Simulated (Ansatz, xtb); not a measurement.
## Relaxing a trial structure of CH2Cl2Si

The starting geometry of this gas-phase singlet was built from a drawn formula by distance geometry and a force field; its bonds are those of `Cl[C][SiH2]Cl`.

```xyz
6

C    -0.9973    1.0176   -1.7037
Cl   -2.4859    1.9904   -1.5733
Cl    1.9221    0.6971   -0.4665
Si    0.5164   -0.0436   -1.7758
H     0.2581   -1.4362   -1.3780
H     1.1482    0.0519   -3.1131
```

Problem. Where would you expect an optimisation with r2SCAN-D4/def2-SVP to take it?

Solution. It keeps its bonds, and is `Cl[C][SiH2]Cl`.

The energy falls by 1.23 eV over 13 steps:

```tsv
step	E − E(last) (eV)
1	1.232
2	0.757
4	0.314
5	0.190
6	0.157
8	0.045
9	0.015
10	0.004
12	0.000
13	0.000
```

Final geometry (Å):

```yaml
atoms:
  - { symbol: C, position_ang: [-1.2783, 0.6645, -2.1193] }
  - { symbol: Cl, position_ang: [-1.7996, 1.9988, -1.2346] }
  - { symbol: Cl, position_ang: [1.6585, 0.9195, -0.3526] }
  - { symbol: Si, position_ang: [0.4517, 0.0100, -1.7841] }
  - { symbol: H, position_ang: [0.2169, -1.4119, -1.4017] }
  - { symbol: H, position_ang: [1.1124, 0.0964, -3.1183] }
```

From the same start GFN2-xTB ends elsewhere, differing in C1–Cl3 (1.97 against 3.44 Å here).

No frequencies were run, so the end isn't proven a minimum. Run with Ansatz 0.2.0, 40 s on 1 thread of Arm Neoverse V2, with other jobs on the host.
